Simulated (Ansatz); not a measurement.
# Molecular dynamics of CH5AlTe

input.yaml

```yaml
crystal:
  periodic: [false, false, false]
  atoms:
    - { symbol: C, position_ang: [-0.825257, 1.104861, -0.423146] }
    - { symbol: Al, position_ang: [0.534619, -0.268879, -0.15234] }
    - { symbol: Te, position_ang: [0.168637, -1.992135, 1.669251] }
    - { symbol: H, position_ang: [-0.412079, 2.103052, -0.196902] }
    - { symbol: H, position_ang: [-1.718417, 0.962124, 0.204204] }
    - { symbol: H, position_ang: [-1.149454, 1.131786, -1.47752] }
    - { symbol: H, position_ang: [1.871311, -0.372307, -1.003473] }
    - { symbol: H, position_ang: [1.622839, -2.725504, 1.324226] }
basis:
  gaussian: { orbitals: def2-SVP }
hamiltonian:
  xc: pbe0
  dispersion: d4
md:
  timestep: 0.5
  n_steps: 600
  ensemble: nve
  temperature: 500.0
  initial_velocities: maxwell_boltzmann
  seed: 320844
scf:
  lower_state_search: "off"
```

Run as:

```bash
$ ansatz run input.yaml --threads 2 --pin off --max-ram 3072MiB --backend cpu --events-out ev --progress --plain --runs-dir out
```

It starts from a relaxed structure.

Output, in part (step lines, the closing report, with atoms numbered from 0):

```
md step     0: t =     0.00 fs  T =   500.0 K  F+E_penalty+E_count = -15002.50799750 eV  E_kin = 0.387780 eV  conserved = -15002.12021750 eV  (13 SCF iters)
[... lines left out ...]
Total energy: -15002.32679383 eV, -551.3253407308 hartree
Atom 0 at    -0.857917     0.961019    -0.436675 Å, force     1.278590     1.342796     0.324582 eV/Å
Atom 1 at     0.646344    -0.133611     0.013061 Å, force     1.007887    -0.092636    -0.083273 eV/Å
Atom 2 at     0.146434    -2.007117     1.627275 Å, force     0.597831    -0.256530     0.312497 eV/Å
Atom 3 at    -1.591198     0.632602     0.243748 Å, force    -1.675362    -0.550726     0.949435 eV/Å
Atom 4 at    -1.164712     0.781202    -1.444183 Å, force    -0.503977    -0.062150    -1.110720 eV/Å
Atom 5 at    -0.755799     2.059184    -0.255513 Å, force     0.168165    -0.530889    -0.281222 eV/Å
Atom 6 at     2.143831    -0.007420    -0.558331 Å, force    -0.208805    -0.006022     0.115630 eV/Å
Atom 7 at     1.791278    -2.376622     1.912312 Å, force    -0.664329     0.156158    -0.226928 eV/Å
Dipole moment:    -0.076361     0.197201    -0.116150 e Å
```

The steps, from the saved trajectory:

| time (fs) | T (K) | potential energy less start (eV) | conserved less start (meV/atom) |
| --- | --- | --- | --- |
| 0.0 | 500 | 0.000 | 0.00 |
| 10.0 | 325 | 0.137 | 0.09 |
| 20.0 | 269 | 0.181 | 0.20 |
| 30.0 | 279 | 0.174 | 0.24 |
| 40.0 | 143 | 0.279 | 0.28 |
| 50.0 | 237 | 0.206 | 0.25 |
| 60.0 | 264 | 0.184 | 0.17 |
| 70.0 | 317 | 0.143 | 0.07 |
| 80.0 | 392 | 0.084 | 0.03 |
| 90.0 | 315 | 0.144 | 0.08 |
| 100.0 | 281 | 0.171 | 0.14 |
| 110.0 | 235 | 0.207 | 0.20 |
| 120.0 | 216 | 0.222 | 0.25 |
| 130.0 | 218 | 0.221 | 0.25 |
| 140.0 | 265 | 0.184 | 0.22 |
| 150.0 | 306 | 0.152 | 0.18 |
| 160.0 | 328 | 0.135 | 0.13 |
| 170.0 | 302 | 0.154 | 0.04 |
| 180.0 | 279 | 0.171 | 0.00 |
| 190.0 | 190 | 0.242 | 0.14 |
| 200.0 | 104 | 0.309 | 0.28 |
| 210.0 | 227 | 0.214 | 0.29 |
| 220.0 | 256 | 0.191 | 0.21 |
| 230.0 | 331 | 0.132 | 0.10 |
| 240.0 | 367 | 0.104 | 0.08 |
| 250.0 | 272 | 0.178 | 0.13 |
| 260.0 | 221 | 0.218 | 0.16 |
| 270.0 | 205 | 0.230 | 0.16 |
| 280.0 | 201 | 0.233 | 0.14 |
| 290.0 | 300 | 0.156 | 0.15 |
| 300.0 | 269 | 0.181 | 0.22 |

The run went to its last step. The conserved energy stayed within 0.34 meV per atom of its start (net change 0.22 meV per atom), so the integration is sound. The temperature averaged 0.51 of the 500 K drawn at the start: a run that starts near a minimum puts about half its kinetic energy into the potential. A run of 0.3 ps of so small a system gives no equilibrium averages.

The same pairs are bonded in the first frame and the last. Pairs count as bonded within 1.25 times the sum of covalent radii (0.12 Å more for H–H).

Last frame:

```xyz
8
Properties=species:S:1:pos:R:3
C -0.858 0.961 -0.437
Al 0.646 -0.134 0.013
Te 0.146 -2.007 1.627
H -1.591 0.633 0.244
H -1.165 0.781 -1.444
H -0.756 2.059 -0.256
H 2.144 -0.007 -0.558
H 1.791 -2.377 1.912
```

The run took 24 min on 2 threads of Arm Neoverse N1, with other jobs on the host, peak memory 0.26 GiB.
